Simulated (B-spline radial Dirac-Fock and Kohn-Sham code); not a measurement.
# Photoionisation of scandium ions at Mo Kα (17479.3 eV)

Model: independent-particle photoionisation in a Dirac-Hartree-Slater potential with a Latter tail, all multipoles, thresholds from Dirac-Fock ΔSCF. Program: a radial finite-basis atomic code. Cross sections in kb; a dash marks an empty subshell or a threshold above the photon energy.

```csv
ion,configuration,total,1s,2s,2p1/2,2p3/2,3p3/2
Sc,[Ar] 3d1 4s2,1.515,1.37,0.104,0.00758,0.0140,0.00171
Sc²⁺,[Ar] 3d1,1.514,1.37,0.104,0.00758,0.0140,0.00173
Sc⁸⁺,[Ne] 3s2 3p1,1.521,1.37,0.106,0.00775,0.0143,0.000439
Sc¹²⁺,[He] 2s2 2p5,1.508,1.38,0.112,0.00700,0.0129,–
Sc¹⁴⁺,[He] 2s2 2p3,1.514,1.38,0.120,0.00468,0.00866,–
```

Values without a named source are computed, but for edge energies of neutral atoms, which are taken from tables.
